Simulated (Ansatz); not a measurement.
```yaml
atoms:
  - { symbol: B, position_ang: [0.0000, 0.0000, -0.9887] }
  - { symbol: N, position_ang: [0.0000, 0.0000, 0.7771] }
  - { symbol: H, position_ang: [0.0000, -1.2747, -1.3412] }
  - { symbol: H, position_ang: [-1.1039, 0.6373, -1.3412] }
  - { symbol: H, position_ang: [1.1039, 0.6373, -1.3412] }
  - { symbol: H, position_ang: [0.0000, 1.0275, 1.1758] }
  - { symbol: H, position_ang: [-0.8899, -0.5138, 1.1758] }
  - { symbol: H, position_ang: [0.8899, -0.5138, 1.1758] }
```

Basis set: def2-TZVP (spherical functions). Frozen core: 2 orbitals. Charge 0, multiplicity 1.

Computed with Ansatz (development build ahead of 0.2.0); each method stands on the lowest determinant of its kind that the runs found. Restricted open shells among the atoms or ions are ROHF, correlated in semicanonical orbitals with singles.

**Question.** Give the atomization energy at this shape (free ground-state atoms in the same class of orbitals less the molecule, no zero-point energy) of singlet BNH₆ by RHF-MP2, RHF.

**Answer.**

```tsv
method	atomization energy
RHF-MP2	24.45 eV
RHF	18.71 eV
```

Caution: no unrestricted run beside it, a lower state can exist; the shape is not the minimum.
